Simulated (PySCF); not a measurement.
How methods differ on the interval between two levels of Se

Se [Ar] 3d10 4s2 4p4 [3P2, M_J = 2] → Se [Ar] 3d10 4s2 4p3 5s1 [5S2, M_J = 2], as a difference of total energies. Calculation: PySCF 2.14, in x2c-SVPall-2c with one added diffuse shell each of s, p, d type (6s7p4d, 47 functions); the two-component X2C-1e Hamiltonian. Correlated levels: [Ne] frozen; the 6 highest virtual spinors dropped. "Screened" scales the spin-orbit matrix elements by Boettger's factors to mimic the two-electron term; Breit and QED terms are absent.

```json
{"method": "GHF (spin-free)", "interval between two levels (cm⁻¹)": "42786"}
{"method": "GMP2 (spin-free)", "interval between two levels (cm⁻¹)": "45474"}
{"method": "GHF (screened spin-orbit)", "interval between two levels (cm⁻¹)": "43739"}
{"method": "GMP2 (screened spin-orbit)", "interval between two levels (cm⁻¹)": "46393"}
```

The spin-free rows relax to the high-spin LS determinant and lack the spin-orbit shift.

Errors of the correlated levels include the incompleteness of this basis and the frozen core.

The labels give the starting determinants; with spin-orbit coupling the two ends relaxed to ⟨J²⟩ = 6.01, ⟨L²⟩ = 2.07, ⟨S²⟩ = 1.97 and ⟨J²⟩ = 6.00, ⟨L²⟩ = 0.01, ⟨S²⟩ = 5.98.

**Question.** Which method comes closest to the reference value, and which is furthest?

**Answer.** The reference is 48182 cm⁻¹ (measured; NIST Handbook of Basic Atomic Spectroscopic Data (Sansonetti and Martin, J. Phys. Chem. Ref. Data 34, 1559 (2005))). Closest: GMP2 (screened spin-orbit) (error -1789.6 cm⁻¹); furthest: GHF (spin-free) (error -5396.4 cm⁻¹).
